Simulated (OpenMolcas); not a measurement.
## Sm2+: CASPT2 settings compared

```yaml
Program: OpenMolcas 26.06
Basis: ANO-RCC-VQZP [9s8p6d4f3g2h]
Scalar_Hamiltonian: X2C, point nucleus
Active_space: 6 electrons in 7 orbitals (4f)
State_averaging: 2S+1 = 7 even, 7 roots; 2S+1 = 5 even, 140 roots (62 in the spin-orbit step); 2S+1 = 3 even, 3 roots kept (CI in the orbitals of an earlier block, 0 in the spin-orbit step)
Spin-orbit_coupling: state interaction with AMFI integrals over the reference wave functions, term energies averaged over their components
```

Methods on the same reference wave functions:
A. CASSCF
B. SS-CASPT2, IPEA 0.75 Eh, sigma1 regulariser 0.15 Eh (closed shells correlated: 4d 5s 5p)
C. SS-CASPT2, IPEA 0.5 Eh, real shift 0.3 Eh (closed shells correlated: 4d 5s 5p)

Energies in cm-1 above 4f6 7F0, the measured ground level; measured values from Martin, Zalubas and Hagan, Atomic Energy Levels: The Rare-Earth Elements, NSRDS-NBS 60 (1978).

| Level | A | B | C | Measured |
| --- | --- | --- | --- | --- |
| 4f6 7F0 | 0.0 | 0.0 | 0.0 | 0.0 |
| 4f6 7F1 | 266 | 289 | 298 | 293 |
| 4f6 7F2 | 767 | 825 | 847 | 814 |
| 4f6 7F3 | 1452 | 1540 | 1574 | 1493 |
| 4f6 7F4 | 2268 | 2370 | 2410 | 2278 |
| 4f6 7F5 | 3185 | 3280 | 3310 | 3132 |
| 4f6 7F6 | 4195 | 4260 | 4290 | 4027 |
| 4f6 5D0 | 20353 | 16980 | 16070 |  |
| 4f6 5D1 | 21040 | 17630 | 16710 |  |
| 4f6 5D2 | 22458 | 18990 | 18050 |  |
| 4f6 5D3 | 24684 | 21160 | 20210 |  |
| 4f6 5L6 | 26492 | 24180 | 23390 |  |
| 4f6 5L7 | 26986 | 24680 | 23890 |  |
| 4f6 5L8 | 27551 | 25240 | 24450 |  |
| 4f6 5D4 | 27814 | 24250 | 23280 |  |
| 4f6 5G3 | 28157 | 24640 | 23700 |  |
| 4f6 5G4 | 28162 | 24650 | 23720 |  |
| 4f6 5L9 | 28187 | 25880 | 25090 |  |
| 4f6 5G2 | 28319 | 24810 | 23860 |  |
| 4f6 5G5 | 28401 | 24900 | 23980 |  |
| 4f6 5L10 | 28893 | 26590 | 25790 |  |
| 4f6 5G6 | 29103 | 25650 | 24740 |  |

Deviations, from unrounded energies. A percentage is the sum of absolute deviations over the sum of measured energies, with the sign that they share, or ± where signs differ.

```tsv
Against measurement	Levels	A	B	C
mean absolute deviation (cm-1)	6	58	89	120
fine structure of the ground term (%)	6	±2.9	±4.4	+5.7
```

A lies closest to measurement on these levels and C furthest from it. The largest miss of A in the table is 4f6 7F6, by +170 cm-1. The ranking rests on the paired levels alone, and a cruder setting can come out closer through cancelling errors.

Between B and C the level of the table that moves most is 4f6 5D4, by 970 cm-1 (lowest in C, highest in B). Moves below CASPT2's spread within the term are not significant.

The mean deviations of B to C differ by less than CASPT2's widest spread within a term (340 cm-1), so their order carries little weight.

From A to B the spin-free energies of the other terms of 4f6 shown, above 7F, scale by factors of 0.83 to 0.90, as is usual when dynamic correlation screens the repulsion within a d or f shell.

The lowest spin-free term lies below A's lowest term by 1.018 hartree in B, 1.030 hartree in C.

CASPT2 does not keep the components of a term degenerate, so their means are used; among the terms shown or strongly mixed into the levels shown the widest spread is 340 cm-1 (4f6 5L, B). High states are left out of the spin-orbit mixing, which shifts the levels that they would mix with. Without dynamic correlation excited terms often stand tens of per cent too high (terms of higher spin than the ground term too low), and those without a measured partner can miss by more than the paired ones (holds for A). The CASPT2 spread within a term exceeds the gap to the next term for 4f6 5G and 4f6 5L, so the order of their levels is uncertain, and so are names and mixing where such terms share a J (holds for B). Measured partners are found by configuration, term and J. A level has none where our copy of the source lacks it or the pairing is in doubt (some pairs that miss far off the trend of their configuration count as doubtful), and it then counts in no deviation. Only configurations of the active space appear. Levels that lie high or do not pair safely by name in every column are left out.
